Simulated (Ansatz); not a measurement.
Wavefunction ladder for CH₅F₂NOSi (`N[Si](O)(F)CF`)

Z-matrix (Å, degrees):
```
Si
O 1 1.629
F 1 1.596 2 112.1
N 1 1.689 2 110.7 3 118.1
C 1 1.881 2 107.2 3 -117.3
H 2 0.961 1 115.7 3 87.0
H 4 1.005 1 121.0 2 -123.2
H 4 1.005 1 122.3 2 32.2
F 5 1.402 1 109.3 2 38.3
H 5 1.094 1 112.7 2 158.4
H 5 1.095 1 111.1 2 -80.5
```

Charge 0, multiplicity 1. All single points use the PBE0-D4/def2-TZVP geometry. It is one conformer, not always the lowest. Frozen core, restricted reference, Ansatz 0.2.0. CBS rows extrapolate triple and quadruple zeta; past MP2 they add the triple-zeta difference.

```tsv
basis	HF (Eh)	MP2 corr.
def2-SVP	-657.66178	-0.95026
def2-TZVPP	-658.24624	-1.23508
def2-QZVPP	-658.27338	-1.34065
```

Task: Estimate the CCSD correlation energy and the (T) correction in each basis where they were run (hartree).

Result: 
```
     basis  CCSD corr.       (T)
  def2-SVP    -0.98781  -0.01988
def2-TZVPP    -1.26075  -0.04198
 CBS(def2)    -1.44453     as TZ
```
